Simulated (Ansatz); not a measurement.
Ansatz (a first-principles code) input (B3LYP/def2-TZVPD):

Ansatz 0.2 input:
```yaml
crystal:
  periodic: [false, false, false]
  atoms:
    - {symbol: Si, position_ang: [2.14690521, -0.12262950, 0.10465311]}
    - {symbol: O, position_ang: [0.77971707, 0.56723564, -0.53737812]}
    - {symbol: C, position_ang: [-0.49588437, 0.25191441, -0.23299268]}
    - {symbol: C, position_ang: [-1.67231322, 0.72476216, -0.65284105]}
    - {symbol: C, position_ang: [-2.45519152, -0.23129156, 0.23174497]}
    - {symbol: C, position_ang: [-1.06634774, -0.77802380, 0.71653012]}
    - {symbol: H, position_ang: [3.27432019, 0.55952478, -0.55564755]}
    - {symbol: H, position_ang: [2.17999730, -1.57651888, -0.17540347]}
    - {symbol: H, position_ang: [2.19800540, 0.08404857, 1.57029489]}
    - {symbol: H, position_ang: [-1.96757589, 1.49204697, -1.35285062]}
    - {symbol: H, position_ang: [-3.05076646, 0.22932480, 1.02240884]}
    - {symbol: H, position_ang: [-3.06571067, -0.97178167, -0.28881027]}
    - {symbol: H, position_ang: [-0.85467598, -0.62004693, 1.77618401]}
    - {symbol: H, position_ang: [-0.86958222, -1.82183713, 0.46305729]}
basis:
  gaussian:
    orbitals: def2-TZVPD
hamiltonian:
  xc: {name: B3LYP}
magnetization: {spin_polarized: true, initial_magnetization: 2}
```

End of the output:

```
integrals: 0.29 GiB planned
1577 factors; their error is unknown
0.52 GiB of the device are held for the grids
2.01 GiB of device memory are held for the factors and their scratch space
mean field: 2.54 GiB planned
mean field evaluation 1: about -14188.5750 eV, gradient 5.2e1 eV
mean field evaluation 2: about -14155.7134 eV, gradient 9.3e1 eV
mean field evaluation 4: about -14201.2091 eV, gradient 8.8e0 eV
mean field evaluation 8: about -14201.5256 eV, gradient 3.1e-1 eV
mean field evaluation 16: about -14201.5052 eV, gradient 7.3e-3 eV
mean field evaluation 32: about -14200.1150 eV, gradient 3.4e0 eV
mean field -14201.50524741 eV, -521.8956917162 hartree, gradient 2.7e-5 eV, S^2 2.007291; 3 other end points of the search recorded, 0 dependent functions left out
reference -14201.50557827 eV, -521.8957038752 hartree; 28, 26 occupied and 275, 277 virtual orbitals, 1577 factors
Total energy: -14201.50557827 eV, -521.8957038752 hartree
```

This state (charge 0, triplet) is run at the relaxed geometry of the species with charge 0 and multiplicity 1, and is a spin state other than that species' own.
